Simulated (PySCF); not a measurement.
**Electron correlation in As (arsenic, neutral)**

[Ar] 3d10 4s1 4p4, high-spin 4P determinant (an excited configuration). All numbers are calculated (PySCF 2.14, a scalar-relativistic core potential, in aug-cc-pVQZ-PP with ECP10MDF). Frozen: 3s2 3p6 3d10; 5 electrons correlated.

```tsv
level	correlation energy (mhartree)
CCSD	-104.58
(T)	-13.35
CCSD(T)	-117.93
```

Diagnostics: T1 = 0.040, D1 = 0.1133, largest double amplitude 0.266.

T1 exceeds 0.03, a sign that the reference determinant is poor. A double-excitation amplitude exceeds 0.15, a sign of near-degeneracy.

Cost of the coupled-cluster step: of the order of 29 core-seconds, for 5 correlated electrons.
